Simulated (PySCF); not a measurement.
**Worked example: chemical shift, span and skew from a shielding tensor**

C4H6F2, SMILES C[C@@H](F)/C=C\F. Atoms are numbered in the order given.

```xyz
12

C     -1.7361    -0.6297    -0.1886
C     -0.7191     0.3867    -0.6765
F     -0.6243     1.3942     0.2809
C      0.6397    -0.2068    -0.9299
C      1.5046    -0.5387     0.0304
F      1.2295    -0.3890     1.3286
H     -1.3828    -1.0824     0.7499
H     -2.7034    -0.1379    -0.0054
H     -1.8790    -1.4279    -0.9326
H     -1.0791     0.8636    -1.6071
H      0.9593    -0.3781    -1.9619
H      2.5040    -0.9532    -0.1406
```
Charge 0, spin multiplicity 1.

Coordinates come from a r2SCAN-D4/def2-SVP optimisation. The structure was generated by enumeration; whether it is a known compound was not checked. The values are those of a single conformer.

GIAO shieldings from PBE/pcSseg-1 (PySCF), non-relativistic, no solvent. The symmetric part of the tensor of F3 has the principal values 300.7, 364.6, 381.0 ppm. The same nucleus in CFCl3 has σ = 133.6 ppm at this level (PySCF, at its B3LYP-D3(BJ)/def2-TZVP geometry).

Question: Work out the isotropic shielding, the ¹⁹F shift against CFCl3, the span and the skew.

Answer: 
σ(iso) = (σ11 + σ22 + σ33)/3 = 348.8 ppm. δ = σ(ref) − σ(iso) = 133.6 − (348.8) = -215.2 ppm.
Span Ω = σ33 − σ11 = 80.3 ppm. Skew κ = 3(σ(iso) − σ22)/Ω = -0.59. Tumbling in solution averages the tensor to δ; in a static solid the shielding alone would spread this spin-1/2 line over Ω.
